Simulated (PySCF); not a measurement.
## Two-component Hartree-Fock for Ti⁺ (titanium, charge +1)

Start: [Ar] 3d2 4s1; 3d3/2 filled at m_j = +1/2, +3/2; 4s1/2 filled at m_j = -1/2. Calculated with PySCF 2.14 in x2c-SVPall-2c: generalised Hartree-Fock with the X2C-1e Hamiltonian and a Gaussian nucleus; one run each with spin-orbit coupling (SO) switched off, then screened by Boettger's factors.

```tsv
spinor shell	electrons	ε, spin-free (eV)	ε, screened SO (eV)	weight of nominal j (screened SO)	rms radius, screened SO (bohr)
1s1/2	2	-5023.7	-5023.6	1.000	0.0805
2s1/2	2	-596.29	-596.27	1.000	0.350
2p1/2	2	-492.27	-496.49	0.992	0.319
2p3/2	4	-492.27	-490.16	0.996	0.321
3s1/2	2	-86.347	-86.338	1.000	1.08
3p1/2	2	-56.276	-57.737	0.654	1.18
3p3/2	4	-56.276	-55.536	0.827	1.18
3d3/2	2	-19.239	-19.248	0.714	1.63
4s1/2	1	-12.978	-12.976	1.000	3.56
```

```tsv
quantity	spin-free	screened SO
E (hartree)	-852.41848	-852.42357
M_J	3/2	3/2
⟨J²⟩	6.754	6.654
⟨L²⟩	12.004	12.003
⟨S²⟩	3.750	3.750
```

The determinant has a definite M_J but mixes levels of different J.

Each row is a mean over spinors that exchange with the open shell spreads, by up to 7.480 eV (3p1/2).

Rows whose weight is well below 1 are mixtures of j = l ± 1/2: exchange outweighs spin-orbit coupling there, and the label is only the starting occupation.

Without spin-orbit coupling the j labels of p, d and f shells carry no meaning; the spin-free column gives the mean over the occupied spinors of each nl shell, and its ⟨J²⟩ belongs to a mixture of degenerate components.
